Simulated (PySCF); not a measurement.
C₆H₆OS, SMILES Oc1ccc(S)cc1, GFN2-xTB optimised geometry.

```
14

O     -1.43    -2.55     0.00
C     -0.70    -1.40     0.00
C     -1.39    -0.19     0.00
C     -0.69     1.00     0.00
C      0.70     0.99     0.00
S      1.64     2.50     0.00
C      1.38    -0.21     0.00
C      0.69    -1.40     0.00
H     -0.84    -3.32     0.00
H     -2.46    -0.20     0.00
H     -1.23     1.93     0.00
H      0.59     3.32     0.00
H      2.46    -0.21     0.00
H      1.23    -2.34     0.00
```

Density from PBE0/def2-TZVP (PySCF) at that geometry.

Minimum of the electron density along straight lines between bonded atoms, close to the bond critical point (lines longer than 1.1 times the sum of covalent radii, or with two minima, are not listed):

```tsv
bond	length / Å	ρ at the minimum / e bohr⁻³	∇²ρ there / e bohr⁻⁵	position (fraction from the first atom)
O1–C2	1.360	0.294	-0.55	0.66
C2–C3	1.392	0.321	-0.96	0.52
C3–C4	1.380	0.322	-0.95	0.50
C4–C5	1.389	0.318	-0.93	0.49
C5–S6	1.771	0.198	[?]	0.48
C5–C7	1.388	0.318	-0.93	0.51
C2–C8	1.390	0.321	-0.95	0.52
C7–C8	1.381	0.321	-0.95	0.50
O1–H9	0.965	0.360	-2.46	0.81
C3–H10	1.078	0.288	-1.03	0.65
C4–H11	1.080	0.287	-1.03	0.64
S6–H12	1.331	[?]	[?]	0.64
C7–H13	1.079	0.288	-1.03	0.65
C8–H14	1.082	0.284	-1.00	0.64
```

Task: Fill in the missing entries.

Result: 
- C5–S6, ∇²ρ there / e bohr⁻⁵: -0.38
- S6–H12, ρ at the minimum / e bohr⁻³: 0.222
- S6–H12, ∇²ρ there / e bohr⁻⁵: -0.67
